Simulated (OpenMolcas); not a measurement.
# Pr2+: input and output

Input:

```
&GATEWAY
Coord
1

Pr 0.0 0.0 0.0
Basis=ANO-R1
Group=XYZ
NoMove
AngMom=0.0 0.0 0.0
AMFI
&SEWARD
* reference wave functions (RASSCF and RASSI steps not shown): 3 electrons in 7 orbitals (4f)
>>> COPY JOB001 $Project.JobIph
&CASPT2
Multistate=21 1 2 3 4 5 6 7 8 9 10 11 12 13 14 15 16 17 18 19 20 21
Frozen=14 9
IPEA=0.25
Imaginary=0.1
MaxIter=60
WThr=0.0 0.3 0.05
PrWF=0.5
NoMix
>>> COPY JOB002 $Project.JobIph
&CASPT2
Multistate=35 1 2 3 4 5 6 7 8 9 10 11 12 13 14 15 16 17 18 19 20 21 22
23 24 25 26 27 28 29 30 31 32 33 34 35
Frozen=14 9
IPEA=0.25
Imaginary=0.1
MaxIter=60
WThr=0.0 0.3 0.05
PrWF=0.5
NoMix
```

Launched by
```bash
OMP_NUM_THREADS=1 MOLCAS_MEM=2252 MOLCAS_PROJECT=a pymolcas a.inp > a.log  # once for each step of the input, in one work folder
```

Output, cut to the results:

```
--- CASPT2 ---
Orbital specifications:
      -----------------------

      Symmetry species                           1   2
                                                ag  au
      Frozen orbitals                           14   9
      Inactive orbitals                          1   3
      Active orbitals                            0   7
      Secondary orbitals                         7  10
      Deleted orbitals                           0   0
      Number of basis functions                 22  29
Type of calculation                        MS-CASPT2
      Fock operator                              state-specific
      IPEA shift                                 0.25
      Real shift                                 0.00
      Imaginary shift                            0.10
      The input orbitals will be transformed to quasi-canonical
Reference energy:       -9232.5656173117
      E2 (Non-variational):      -0.1573687362
      Shift correction:          -0.0005630941
      E2 (Variational):          -0.1579318303
      Total energy:           -9232.7235491420
      Residual norm:              0.0000004248
      Reference weight:           0.93446
      Contributions to the CASPT2 correlation energy
      Active & Virtual Only:         -0.0159188009
      One Inactive Excited:          -0.0355143829
      Two Inactive Excited:          -0.1059355523
Reference energy:       -9232.5656173117
      E2 (Non-variational):      -0.1569726663
      Shift correction:          -0.0006464601
      E2 (Variational):          -0.1576191264
      Total energy:           -9232.7232364381
      Residual norm:              0.0000006421
      Reference weight:           0.93528
      Contributions to the CASPT2 correlation energy
      Active & Virtual Only:         -0.0157752016
      One Inactive Excited:          -0.0352787786
      Two Inactive Excited:          -0.1059186861
::    CASPT2 Root  1     Total energy:  -9232.72354914
::    CASPT2 Root  2     Total energy:  -9232.72323644
::    CASPT2 Root  3     Total energy:  -9232.72226604
::    CASPT2 Root  4     Total energy:  -9232.72080777
::    CASPT2 Root  5     Total energy:  -9232.72235658
::    CASPT2 Root  6     Total energy:  -9232.72278556
::    CASPT2 Root  7     Total energy:  -9232.72337509
::    CASPT2 Root  8     Total energy:  -9232.72405388
::    CASPT2 Root  9     Total energy:  -9232.72394893
::    CASPT2 Root 10     Total energy:  -9232.72347993
::    CASPT2 Root 11     Total energy:  -9232.72407133
::    CASPT2 Root 12     Total energy:  -9232.72219919
::    CASPT2 Root 13     Total energy:  -9232.72394947
::    CASPT2 Root 14     Total energy:  -9232.67599829
::    CASPT2 Root 15     Total energy:  -9232.67516758
::    CASPT2 Root 16     Total energy:  -9232.67058808
::    CASPT2 Root 17     Total energy:  -9232.67472439
::    CASPT2 Root 18     Total energy:  -9232.67375748
::    CASPT2 Root 19     Total energy:  -9232.67687220
::    CASPT2 Root 20     Total energy:  -9232.66943879
::    CASPT2 Root 21     Total energy:  -9232.67522108
::    MS-CASPT2 Root  1     Total energy:  -9232.72498162
::    MS-CASPT2 Root  2     Total energy:  -9232.72482807
::    MS-CASPT2 Root  3     Total energy:  -9232.72452245
::    MS-CASPT2 Root  4     Total energy:  -9232.72406682
::    MS-CASPT2 Root  5     Total energy:  -9232.72368451
::    MS-CASPT2 Root  6     Total energy:  -9232.72366539
::    MS-CASPT2 Root  7     Total energy:  -9232.72321256
::    MS-CASPT2 Root  8     Total energy:  -9232.72278756
::    MS-CASPT2 Root  9     Total energy:  -9232.72254810
--- CASPT2 ---
Orbital specifications:
      -----------------------

      Symmetry species                           1   2
                                                ag  au
      Frozen orbitals                           14   9
      Inactive orbitals                          1   3
      Active orbitals                            0   7
      Secondary orbitals                         7  10
      Deleted orbitals                           0   0
      Number of basis functions                 22  29
Type of calculation                        MS-CASPT2
      Fock operator                              state-specific
      IPEA shift                                 0.25
      Real shift                                 0.00
      Imaginary shift                            0.10
      The input orbitals will be transformed to quasi-canonical
Reference energy:       -9232.5092893271
      E2 (Non-variational):      -0.1597993730
      Shift correction:           0.0020047558
      E2 (Variational):          -0.1577946172
      Total energy:           -9232.6670839443
      Residual norm:              0.0000003530
      Reference weight:           0.91228
      Contributions to the CASPT2 correlation energy
      Active & Virtual Only:         -0.0165379496
      One Inactive Excited:          -0.0374524196
      Two Inactive Excited:          -0.1058090038
Reference energy:       -9232.5092893271
      E2 (Non-variational):      -0.1594029441
      Shift correction:           0.0021938832
      E2 (Variational):          -0.1572090609
      Total energy:           -9232.6664983880
      Residual norm:              0.0000003387
      Reference weight:           0.91357
      Contributions to the CASPT2 correlation energy
      Active & Virtual Only:         -0.0161519667
      One Inactive Excited:          -0.0374409982
      Two Inactive Excited:          -0.1058099792
::    CASPT2 Root  1     Total energy:  -9232.66708394
::    CASPT2 Root  2     Total energy:  -9232.66649839
::    CASPT2 Root  3     Total energy:  -9232.66660075
::    CASPT2 Root  4     Total energy:  -9232.66540530
::    CASPT2 Root  5     Total energy:  -9232.66730278
::    CASPT2 Root  6     Total energy:  -9232.66807738
::    CASPT2 Root  7     Total energy:  -9232.66650626
::    CASPT2 Root  8     Total energy:  -9232.66629200
::    CASPT2 Root  9     Total energy:  -9232.66739154
...
```

Levels above the lowest, from the spin-orbit matrix with the single-state CASPT2 energies, averaged by term, on its diagonal:

```tsv
Configuration	Term	J	E (eV)	Measured (eV)	Term weight %	Second
4f3	4I*	9/2	0.0000	0.0000	98	
4f3	4I*	11/2	0.1807	0.1734	99	
4f3	4I*	13/2	0.378	0.3587	100	
4f3	4I*	15/2	0.588	0.5522	99	
4f3	4F*	3/2	1.490	1.1618	100	
4f3	4F*	5/2	1.563	1.2570	100	
4f3	2H*	9/2	1.644		55	28 4F*
4f3	4F*	7/2	1.647	1.3464	97	3 2G*
4f3	4S*	3/2	1.741	1.3577	100	
4f3	4F*	9/2	1.787	1.4583	64	35 2H*
```

Against the 8 measured excited levels shown (Martin, Zalubas and Hagan, Atomic Energy Levels: The Rare-Earth Elements, NSRDS-NBS 60 (1978); the list in Maison, Palmeri and Quinet, J. Phys. B 58, 015001 (2025)) the mean absolute deviation is 1700 cm-1; the largest miss in energy is 4f3 4S* 3/2: computed 1.741, measured 1.3577 eV (+28.2 %).

CASPT2 breaks the degeneracy within a term, and the mean is taken; among the terms shown or strongly mixed into the levels shown the widest spread is 1500 cm-1 (4f3 4F*). High states are left out of the spin-orbit mixing, which shifts the levels that they would mix with. The CASPT2 spread within a term exceeds the gap to the next term for 4f3 4F* and 4f3 4S*, so the order of their levels is uncertain, and so are names and mixing where such terms share a J. Some terms miss by over 15 % even with CASPT2, which points to a basis or an active space too small for the shells correlated. Computed and measured levels are paired by configuration, term and J; levels that our copy of the source lacks, or whose pairing is in doubt (as where it misses far off the trend of its configuration), stay unpaired and out of the deviations. Only configurations of the active space appear. The first state left out of the spin-orbit step lies near 20000 cm-1 above the lowest spin-free state of the reference (among the parities and spins computed), and the list stops at four fifths of that energy or lower.

The CASPT2 steps took 63 s on 1 thread of AMD EPYC 7R43 64-Core Processor (Zen 3) (shared host); the integral step is not counted.

The term weight is that of the spin-free term in the level, not the purity of its configuration. * marks odd parity.
